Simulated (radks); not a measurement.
Fractional charge and spin in the 4d shell of silver: the spin-up occupation runs from 4 to 5 and the spin-down occupation from 4 to 5; the fullest corner is Ag, [Kr] 5s(up 0.5, down 0.5) 4d(up 5, down 5). All-electron calculation, scalar-relativistic Kohn-Sham, LDA (Slater exchange, Perdew-Wang correlation), spin-polarised, spherical densities, point nucleus. Program: a radial shooting solver on a logarithmic mesh with Libxc functionals. Energy (eV) minus the two flat planes that join the four corners (they meet along the diagonal where the two added fractions sum to one electron); zero is where a piecewise linear energy would lie.

\begin{tabular}{lrrrrr}
down \ up & 4 & 4.25 & 4.5 & 4.75 & 5 \\ \hline
4 & 0.000 & -1.270 & -1.678 & -1.246 & 0.000 \\
4.25 & -1.270 & -1.635 & -1.163 & 0.122 & -1.094 \\
4.5 & -1.678 & -1.163 & 0.162 & -1.014 & -1.436 \\
4.75 & -1.246 & 0.122 & -1.014 & -1.397 & -1.060 \\
5 & 0.000 & -1.094 & -1.436 & -1.060 & 0.000 \\
\end{tabular}

Corners above the fullest one (they belong to Ag+ and the next ion): (up 5, down 4) 13.218 eV, (up 4, down 5) 13.218 eV, (up 4, down 4) 39.577 eV. With half an added electron in each spin the energy lies 0.162 eV from the planes, and with half an added electron in spin up alone -1.678 eV. The planes are only a guide here: the flat-plane condition holds for ground states with one frontier orbital, while this shell lies below other occupied shells, so the corners above the fullest one are inner-hole states and not the ground states of those ions.
